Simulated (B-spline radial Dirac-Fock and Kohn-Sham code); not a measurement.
## The N-like isoelectronic sequence (7 electrons), Z = 36 to 47

The computed values come from a radial B-spline solver: relaxed Dirac-Fock hole states (ΔSCF) with Breit and QED corrections and a finite nucleus. Binding energies in eV, tabulated ground configurations ([He] 2s2 2p3 throughout). Correlation energy is missing from these numbers.

```
  ion       1s      2s  outermost level  NIST ionisation energy
Kr²⁹⁺  16256.6  3553.2      3397.2 (2p)               3380 ± 30
Rb³⁰⁺        ?       ?                ?                       ?
Sr³¹⁺  18240.8  4021.9      3847.3 (2p)               3830 ± 30
Zr³³⁺  20346.1  4521.5      4326.1 (2p)               4300 ± 30
Nb³⁴⁺  21444.6  4783.1      4576.3 (2p)               4540 ± 30
Mo³⁵⁺  22573.9  5052.6      4833.8 (2p)               4800 ± 30
Tc³⁶⁺  23734.4  5330.1      5098.5 (2p)               5060 ± 40
Ru³⁷⁺  24926.2  5615.6      5370.6 (2p)               5330 ± 40
Rh³⁸⁺  26149.4  5909.2      5650.0 (2p)               5600 ± 40
Pd³⁹⁺  27404.5  6211.0      5936.8 (2p)               5880 ± 40
Ag⁴⁰⁺  28691.6  6521.1      6231.0 (2p)               6170 ± 40
```

Question: Fill in the row of Rb³⁰⁺.

Answer: 1s 17233.7, 2s 3783.7, outermost 3618.7 (2p), NIST 3600 ± 30 eV.

NIST's values are for the lowest levels; a dash marks a value that is missing or belongs to another shell. Their kind here: semi-empirical. Where a p, d or f shell is open in either ion the computed value averages over both j values and all terms, while the table refers to the lowest levels; that difference holds spin-orbit splitting (largest in heavy or highly charged ions), term energies where several electrons share open shells, and correlation, and it can reach 10 % or more.
